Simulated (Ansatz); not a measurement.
# Match the barriers

Saddle point of GeH5Cl, closed shell (GeH₄ + HCl → GeH₃Cl ([Cl][GeH3]) + H₂; bonds formed: Ge1–Cl7, H2–H6; bonds broken: Ge1–H2, H6–Cl7), PBE0-D4/def2-TZVP structure:

```xyz
7
angstrom
Ge -0.3780 0.4638 -0.1303
H 0.1116 -0.7254 1.1744
H -1.2079 -0.1229 -1.2639
H -1.3442 0.8771 1.0141
H 0.6049 1.6039 -0.3586
H 0.6785 -0.9972 0.5514
Cl 1.5352 -1.0994 -0.9870
```

Ansatz 0.2.0; basis: def2-TZVPP, with def2-QZVPP for the basis limit; cores frozen in the correlated methods. Filled d shells of the heavier atoms are correlated. The def2 sets are not built for correlating such inner shells, so the correlated values are less sure here. B3LYP uses VWN-RPA correlation. Extrapolation: Hartree–Fock as exp(−7.88 √X), correlation as X^−2.97. Four methods, as single points on the PBE0-D4 structures, gave these electronic barriers from the start structure: 31.75, 40.72, 45.43, 52.93 kcal/mol.

**Question.** The methods were, in alphabetical order, B3LYP-D4, CCSD(T), HF, SPW92. Which gave which? (A judgement: the text doesn't fix the answer.)

**Answer.** Computed: SPW92 31.75; B3LYP-D4 40.72; CCSD(T) 45.43; HF 52.93 kcal/mol. For comparison, CCSD(T) at an estimated basis limit (MP2 extrapolated from triple and quadruple zeta, plus CCSD(T) − MP2 in triple zeta) gives 43.62 kcal/mol.

The T1 diagnostic stays at or below 0.012.

Labels in which every atom is bracketed show which atoms are joined, not bond orders.

For scale, one of the runs: CCSD(T)/def2-TZVPP, 160 basis functions, launched by `ansatz run in.yaml --threads 2 --pin off --events-out ev --progress --plain --max-ram 4352MiB`. The run took 22 s on 2 CPU threads of an Arm Neoverse V2 (shared host), with 1.1 GiB of host memory at its peak.
